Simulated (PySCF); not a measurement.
A calculated (TPSS, PySCF 2.14, x2c-TZVPPall with one added diffuse shell each of s, p, d, f type, scalar relativity by spin-free X2C-1e) atom or ion has these occupied shells.

| shell | electrons | orbital energy (eV) | rms radius, mean of both spins (bohr) |
| --- | --- | --- | --- |
| 1s α | 1 | -7629.0 | 0.0648 |
| 1s β | 1 | -7628.9 | 0.0648 |
| 2s α | 1 | -929.88 | 0.277 |
| 2s β | 1 | -927.80 | 0.277 |
| 2p α | 3 | -798.91 | 0.249 |
| 2p β | 3 | -797.20 | 0.249 |
| 3s α | 1 | -132.13 | 0.825 |
| 3s β | 1 | -126.87 | 0.825 |
| 3p α | 3 | -94.578 | 0.876 |
| 3p β | 3 | -89.335 | 0.876 |
| 3d α | 5 | -35.468 | 1.08 |
| 3d β | 1 | -31.538 | 1.08 |
| 4s α | 1 | -23.890 | 2.53 |

Q: Name the element and its charge.

A: Co²⁺ (cobalt, charge +2), in [Ar] 3d6 4s1, high-spin 6D determinant (an excited configuration).
